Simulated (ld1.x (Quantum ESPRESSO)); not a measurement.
nitrogen: excitation energies, all-electron against TM

* Element: nitrogen
* Generator: ld1.x (Quantum ESPRESSO) 7.5
* Type: norm-conserving Troullier–Martins (Kleinman–Bylander form)
* Functional: PBE
* Relativity: scalar-relativistic
* Frozen core: [He]
* Valence charge: 5
* Reference configuration: 2s2 2p3
* Partial waves: 2p (bound): rc 2.05 bohr; 2s (bound): rc 0.80 bohr
* Local potential: the s channel
* Core correction: Bessel-smoothed model core inside 0.50 bohr

Energies are relative to the spin-unpolarised reference configuration 2s2 2p3; without spin polarisation the order of configurations can differ from experiment.

Give the all-electron excitation energy and the error of the potential for: 2s2 2p2; 2s2 2p1; 2s2 2p0; 2s1 2p3; 2s1 2p0; 2s2 2p2.5; 2s0 2p5.

```json
{"valence configuration": "2s2 2p2", "charge": "+1", "ΔE all-electron (eV)": "13.591", "error AE − PS (meV)": "+46"}
{"valence configuration": "2s2 2p1", "charge": "+2", "ΔE all-electron (eV)": "42.445", "error AE − PS (meV)": "+440"}
{"valence configuration": "2s2 2p0", "charge": "+3", "ΔE all-electron (eV)": "89.528", "error AE − PS (meV)": "+1839"}
{"valence configuration": "2s1 2p3", "charge": "+1", "ΔE all-electron (eV)": "25.372", "error AE − PS (meV)": "-87"}
{"valence configuration": "2s1 2p0", "charge": "+4", "ΔE all-electron (eV)": "167.346", "error AE − PS (meV)": "+2986"}
{"valence configuration": "2s2 2p2.5", "charge": "+0.5", "ΔE all-electron (eV)": "5.093", "error AE − PS (meV)": "+6.2"}
{"valence configuration": "2s0 2p5", "charge": "0", "ΔE all-electron (eV)": "23.041", "error AE − PS (meV)": "-29"}
```

Levels in the configuration 2s2 2p2:

| level | all-electron (eV) | pseudo (eV) |
| --- | --- | --- |
| 2s | -32.462 | -32.454 |
| 2p | -20.688 | -20.546 |
